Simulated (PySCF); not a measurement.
Simulated characterisation data

- NMR shieldings at PBE0/pcSseg-1/GIAO
- GFN2-xTB geometry
- code: PySCF
- one computed conformer, fast rotation and ring inversion assumed for equivalent nuclei, relativity neglected, in vacuum

Shifts are taken against calculated references (same method and geometry level): 1H (31.72 ppm), 13C (186.93 ppm) against TMS. Where no couplings were computed, multiplicities follow the n + 1 count of equivalent neighbours, and m marks all less simple cases (inequivalent or close neighbours, rings, F or P nearby). Shifts are as computed. Against solution values, carbons near 30 ppm lie about +3 ppm off and those near 130 ppm about +5 ppm. Of 1211 compounds with measured shifts, 218 miss one by over three times the rms of a fit or turn the order of signals round; such compounds aren't used in these exercises.

**1.** SMILES C#CC1CCCCC1, C$_{8}$H$_{12}$. 1H NMR (600 MHz, computed): δ 2.07 (m, 2H), 2.05 (m, 1H), 1.79 (m, 2H), 1.71 (m, 1H), 1.45 (d, 1H), 1.30 (m, 2H), 1.18 (m, 2H), 1.14 (m, 1H). 13C{1H} NMR (computed): δ 94.0, 74.4, 37.7, 31.4, 30.1, 29.9.

**2.** SMILES C=C/C=C/C1CCC1, C$_{8}$H$_{12}$. 1H NMR (600 MHz, computed): δ 6.52 (m, 1H), 6.14 (m, 1H), 5.99 (m, 1H), 5.39 (m, 1H), 5.28 (m, 1H), 2.89 (m, 1H), 2.29 (m, 2H), 1.99 (m, 1H), 1.90 (m, 2H), 1.85 (m, 1H). 13C{1H} NMR (computed): δ 150.7 (CH), 145.8 (CH), 137.0 (CH), 122.4 (CH2), 40.0 (CH), 28.8 (CH2), 17.1 (CH2).
